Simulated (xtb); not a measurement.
C5H9NO, singlet, at a GFN2-xTB geometry; xtb with GFN1-xTB.

Input for xtb:
```
$ xtb coord --gfn 1 --json

# file coord
$coord
      3.9819936622      -0.1996871706       0.0959465921  c
      1.3090231320       0.1682972512      -0.1763504892  n
      0.2834047780       1.8525677973      -2.0592882073  c
     -2.5086671018       2.0758476884      -1.3206042241  c
     -3.0283043317      -0.3718854213       0.1195241191  c
     -0.4448610884      -1.1797688508       1.0953469425  c
     -0.0048721486      -2.7528494992       2.6964877750  o
      4.9096304914       1.5718355834       0.6115465355  h
      4.8105832745      -0.9039269079      -1.6616223675  h
      4.2688736466      -1.5857070424       1.5896128984  h
      0.5104812990       1.0386046086      -3.9565430764  h
      1.2665769920       3.6702944117      -2.0147505751  h
     -2.7748911324       3.6948939216      -0.0742545204  h
     -3.7257601601       2.3121677291      -2.9609865234  h
     -4.3631312204      -0.1532862306       1.6676243644  h
     -3.7279438520      -1.8626053233      -1.1236269585  h
$end
```

It wrote (shortened):

```
   ID    Z sym.   atoms
    1    6 c      1, 3-6
    2    7 n      2
    3    8 o      7
    4    1 h      8-16

           -------------------------------------------------
          |                Calculation Setup                |
           -------------------------------------------------

           -------------------------------------------------
          |                 G F N 1 - x T B                 |
           -------------------------------------------------

          ...................................................
          :                      SETUP                      :
          :.................................................:
          :  # basis functions                  46          :
          :  # atomic orbitals                  46          :
          :  # shells                           32          :
          :  # electrons                        40          :
          :  # halogen bonds                     0          :
          :  max. iterations                   250          :
          :  Hamiltonian                  GFN1-xTB          :
          :  restarted?                      false          :
          :  GBSA solvation                  false          :
          :  PC potential                    false          :
          :  electronic temp.          300.0000000     K    :
          :  accuracy                    1.0000000          :
          :  -> integral cutoff          0.2500000E+02      :
          :  -> integral neglect         0.1000000E-07      :
          :  -> SCF convergence          0.1000000E-05 Eh   :
          :  -> wf. convergence          0.2000000E-04 e    :
          :  Broyden damping             0.4000000          :
          :  net charge                          0          :
          :  unpaired electrons                  0          :
          ...................................................

 iter      E             dE          RMSdq      gap      omega  full diag
   1    -23.5041994 -0.235042E+02  0.815E+00    5.54       0.0  T
   2    -23.5965512 -0.923518E-01  0.490E+00    5.18       1.0  T
   3    -23.5942912  0.226003E-02  0.129E+00    5.35       1.0  T
   4    -23.6003155 -0.602436E-02  0.143E-01    5.20       1.0  T
   5    -23.6004898 -0.174275E-03  0.242E-02    5.24       1.0  T
   6    -23.6004969 -0.708854E-05  0.468E-03    5.23       5.3  T
   7    -23.6004971 -0.194039E-06  0.629E-04    5.23      39.8  T
[...]
         :: total energy             -23.337681807598 Eh    ::
[...]
     8h     0.02982  0.09122   0.970  0.000  0.000
     9h     0.03000  0.09126   0.970  0.000  0.000
    10h     0.06611  0.13430   0.934  0.000  0.000
    11h     0.02930  0.09323   0.971  0.000  0.000
    12h     0.03159  0.09589   0.968  0.000  0.000
    13h     0.03657  0.09361   0.963  0.000  0.000
    14h     0.03440  0.08963   0.966  0.000  0.000
    15h     0.05467  0.11222   0.945  0.000  0.000
    16h     0.05195  0.11003   0.948  0.000  0.000

Wiberg/Mayer (AO) data.
largest (>0.10) Wiberg bond orders for each atom

 ---------------------------------------------------------------------------
     #   Z sym  total        # sym  WBO       # sym  WBO       # sym  WBO
 ---------------------------------------------------------------------------
     1   6 c    3.951 --     8 h    0.985     9 h    0.984    10 h    0.979
                             2 n    0.953
     2   7 n    3.355 --     6 c    1.231     3 c    0.954     1 c    0.953
                             7 o    0.169
     3   6 c    3.965 --     4 c    1.001    12 h    0.979    11 h    0.975
                             2 n    0.954
     4   6 c    3.997 --     5 c    1.011     3 c    1.001    14 h    0.982
                            13 h    0.981
     5   6 c    3.996 --     4 c    1.011    15 h    0.971    16 h    0.962
                             6 c    0.959
     6   6 c    3.903 --     7 o    1.637     2 n    1.231     5 c    0.959
     7   8 o    1.934 --     6 c    1.637     2 n    0.169
     8   1 h    1.006 --     1 c    0.985
     9   1 h    1.004 --     1 c    0.984
    10   1 h    1.008 --     1 c    0.979
    11   1 h    1.006 --     3 c    0.975
    12   1 h    1.008 --     3 c    0.979
    13   1 h    1.005 --     4 c    0.981
    14   1 h    1.006 --     4 c    0.982
    15   1 h    1.004 --     5 c    0.971
    16   1 h    1.003 --     5 c    0.962
 ---------------------------------------------------------------------------

Topologies differ in total number of bonds
Writing topology from bond orders to xtbtopo.mol

 dipole moment from electron density (au)
     X       Y       Z
   0.0911   1.3772  -1.4896  total (Debye):    5.161

           -------------------------------------------------
          | TOTAL ENERGY              -23.337681807598 Eh   |
          | GRADIENT NORM               0.015080116028 Eh/α |
          | HOMO-LUMO GAP               5.234223101647 eV   |
           -------------------------------------------------

normal termination of xtb
```
